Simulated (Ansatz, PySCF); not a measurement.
Gas-phase reaction (SMILES): C[Si](C)(C)CO + Cl (HCl) -> C[Si](C)(C)Cl [chloro(trimethyl)silane] + CO (CH4O); hydrogen chloride cleaves one Si-C bond, a model of a ligand-exchange step.

Each molecule is optimised on its own at B3LYP-D3(BJ)/def2-TZVP (Ansatz, a quantum-chemistry and plane-wave program), one conformer each, not searched for the lowest. Valence correlation only, unless marked. Spin-orbit coupling is left out. No relativistic terms. CBS marks a two-point X^-3 extrapolation of the correlation energy; Hartree-Fock from the larger set. Thermal terms are rigid-rotor harmonic-oscillator values from B3LYP-D3(BJ) frequencies (Ansatz or PySCF) at 298.15 K and 1 atm. 1 Eh = 627.5095 kcal/mol.

| species | E, CCSD(T)/CBS(cc-pV(T+d)Z,cc-pV(Q+d)Z) (Ansatz) (Eh) | E, PBE-D3(BJ)/def2-TZVPD (Ansatz + dftd3) (Eh) | H - E (Eh) |
|---|---|---|---|
| C[Si](C)(C)CO | -523.70408 | -524.04697 | 0.16346 |
| Cl (HCl) | -460.37849 | -460.62865 | 0.01000 |
| C[Si](C)(C)Cl | -868.52181 | -869.08905 | 0.12176 |
| CO (CH4O) | -115.60979 | -115.63404 | 0.05533 |

Work out ΔE and ΔH at 298.15 K at the first level, then ΔH at the second.


1. ΔE = [(-868.52181) + (-115.60979)] - [(-523.70408) + (-460.37849)] = -0.04903 Eh = -30.8 kcal/mol at CCSD(T)/CBS(cc-pV(T+d)Z,cc-pV(Q+d)Z).
2. The terms H - E add up to 0.00363 Eh, so ΔH = (-0.04903 + (0.00363))×627.5095 = -28.5 kcal/mol.
3. At PBE-D3(BJ)/def2-TZVPD the same steps give ΔE = -29.8 and ΔH = -27.5 kcal/mol, a shift of +1.0 from the first level.
4. These values are not checked against measurement here, since the tables used lack a sound gas-phase enthalpy of formation for at least one species.
